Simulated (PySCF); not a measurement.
## How the method moves the HOMO and LUMO of N-tert-butylacetamide

Species: N-tert-butylacetamide, C₆H₁₃NO.
Z-matrix (Å and degrees, PBE0-D3(BJ)/def2-SVP geometry), rows numbered from 1:
```
C 
C   1  1.5163
O   2  1.2174  1  122.09
N   2  1.3601  1  114.34  3   179.95
C   4  1.4674  2  125.61  1  -179.39
C   5  1.5269  4  106.59  2   179.24
C   5  1.5310  4  110.07  2    60.11
C   5  1.5310  4  109.89  2   -61.72
H   1  1.0955  2  108.47  3     2.38
H   1  1.1009  2  110.85  3  -117.46
H   1  1.1007  2  111.16  3   122.61
H   4  1.0111  2  117.49  1    -0.70
H   6  1.0991  5  110.28  4  -179.94
H   6  1.1019  5  111.11  4    60.56
H   6  1.1019  5  111.10  4   -60.47
H   7  1.1004  5  110.33  4   178.72
H   7  1.1008  5  110.50  4    58.94
H   7  1.0978  5  110.16  4   -61.06
H   8  1.0979  5  110.14  4    60.76
H   8  1.1007  5  110.49  4   -59.27
H   8  1.1005  5  110.36  4  -179.06
```

Basis pcSseg-1 throughout (PySCF), one geometry. Geometry: PBE0-D3(BJ)/def2-SVP, one conformer, isolated molecule.

Question: How do the orbital energies, the gap and the dipole change with the method?

Answer: 
```tsv
method	kind	HOMO (eV)	LUMO (eV)	gap (eV)	μ (D)	SCF cycles
B97-D	GGA	-5.46	-0.17	5.29	3.52	15
KT3	GGA	-5.61	-0.21	5.40	3.42	16
LDA	LDA	-5.62	-0.48	5.14	3.60	16
B3LYP	global hybrid	-6.82	0.57	7.38	3.61	15
mPW1PW91	global hybrid	-7.13	0.81	7.94	3.65	14
BHandHLYP	global hybrid	-8.53	1.68	10.21	3.75	13
CAM-B3LYP	range-separated hybrid	-8.54	1.84	10.38	3.67	13
LC-wPBE	range-separated hybrid	-9.86	3.21	13.07	3.70	14
```

The HOMO spans 4.40 eV, from B97-D down to LC-wPBE, and the gap runs from 5.14 eV (LDA) to 13.07 eV (LC-wPBE). Over the methods B97-D (0 %), KT3 (0 %), LDA (0 %), B3LYP (20 %), mPW1PW91 (25 %), BHandHLYP (50 %), a straight line through the gap against the share of exact exchange rises by 1.00 eV for each 10 % (correlation coefficient 0.998). The dipole ranges from 3.42 D (KT3) to 3.75 D (BHandHLYP). This basis has no diffuse functions.

The vertical ΔSCF ionisation energy at B3LYP/def2-SVPD is 9.22 eV; −ε(HOMO) comes closest to it with LC-wPBE (9.86 eV).
